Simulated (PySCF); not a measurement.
Input of a response calculation (the driver script's job line, then coordinates in Å):

```
{"job": {"kind": "uv", "xc": "B3LYP", "basis": "def2-SVPD", "nstates": 8, "ntriplets": 3}, "charge": 0, "multiplicity": 1}
Cl     2.445512    -1.822444    -0.166211
C      1.058136    -0.790992    -0.073384
C      1.272690     0.585637    -0.141262
C      0.172541     1.419956    -0.068440
O     -1.024985     1.017782     0.056556
Al    -1.747595    -0.638093     0.182851
O     -0.051012    -1.348765     0.048791
H      2.266076     0.981350    -0.246906
H      0.330444     2.503255    -0.121016
H     -2.487152    -1.000495    -1.115744
H     -2.229231    -0.904520     1.618801
```

The program printed, after the SCF cycles:

```
converged SCF energy = -969.5108922837

Static polarisability (au): isotropic 83.386, principal 59.526 83.718 106.913

Singlet excitations
state   eV       nm        f      main configurations
  1   3.7979    326.5   0.02113   H->L 0.94
  2   4.6175    268.5   0.00096   H-2->L 0.99
  3   5.1561    240.5   0.25854   H-1->L 0.93
  4   5.4177    228.9   0.00002   H-3->L 0.91
  5   5.8440    212.2   0.00004   H-4->L 0.93
  6   6.3082    196.5   0.00433   H->L+1 0.86
  7   6.3825    194.3   0.00073   H-6->L 0.87, H->L+1 0.08
  8   6.3915    194.0   0.03183   H-5->L 0.94

Triplet excitations (Tamm-Dancoff, eV): 2.9475 4.2269 4.3071
```

Method: TDDFT B3LYP/def2-SVPD, vertical, gas phase, core orbitals frozen in the response (PySCF 2.14.0, density-fitted response routines). Geometry: GFN2-xTB; no solvent, vibrations or thermal averaging.

Give the energy of state 4 in hartree, cm⁻¹ and kJ/mol.

0.19910 hartree, 43697 cm⁻¹, 522.7 kJ/mol.

How many basis functions and electrons does this run hold?

189 basis functions for 68 electrons in 34 doubly occupied orbitals.

How much of the mean polarisability do the listed states account for?

The sum over states Σ f/ΔE² (ΔE in hartree) gives 8.99 au, 11% of the total; the rest comes from higher roots of the same response equations.

Give the mean polarisability in Å³.

83.39 au × 0.148185 = 12.36 Å³.

What share of the summed oscillator strength falls to the strongest level in this window?

State 3 at 240 nm: 0.2585 of 0.3176, or 81%.

Write the structure that the coordinates describe.

`ClC1=CC=[O+][AlH2-][O]1` (C3H4AlClO2), point group Cs.

H and L stand for HOMO and LUMO.

Time: 28 s of wall time; peak memory 0.83 GiB. Hardware: one thread of an Arm Neoverse V1, shared host.
